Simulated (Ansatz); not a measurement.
`CC1OB1O` + `BS[SiH3]` → `CC1BO1` + `OBS[SiH3]`  (redistribution)

Calculated with Ansatz (gas phase, PBE0-D4/def2-TZVP geometries, no zero-point term in ΔE). CBS: MP2 limit from def2 TZ/QZ plus the TZ coupled-cluster correction, frozen cores. DFT in def2-TZVPP. HSE06 is defined as in plane-wave codes. Each species was taken in one conformer, which may not be the lowest.

```csv
level,ΔE (kcal/mol)
r2SCAN-D4,-2.4
r2SCANh-D4,-2.2
BHLYP-D4,-1.4
PBE-QIDH,-1.8
revPBE,-2.2
HSE06,-2.0
CCSD/def2-SVP,-1.1
CCSD(T)/def2-SVP,-1.4
```

(1) What does CCSD(T)/CBS give? (An estimate is asked.)

Largest T1 diagnostic among the species: 0.015.

Results:

(1) Ansatz gave: -2.3 kcal/mol. The listed levels differ from it by -0.1, 0.1, 0.9, 0.5, 0.1, 0.3, 1.2, 0.9 kcal/mol.

At CCSD(T), def2-SVP lies +0.9 kcal/mol from the extrapolated value and def2-TZVPP +0.5 kcal/mol. In def2-TZVPP, CCSD(T) changes the Hartree–Fock value by −2.1 kcal/mol (the triples alone add −0.5 kcal/mol) and MP2 by −2.3 kcal/mol.
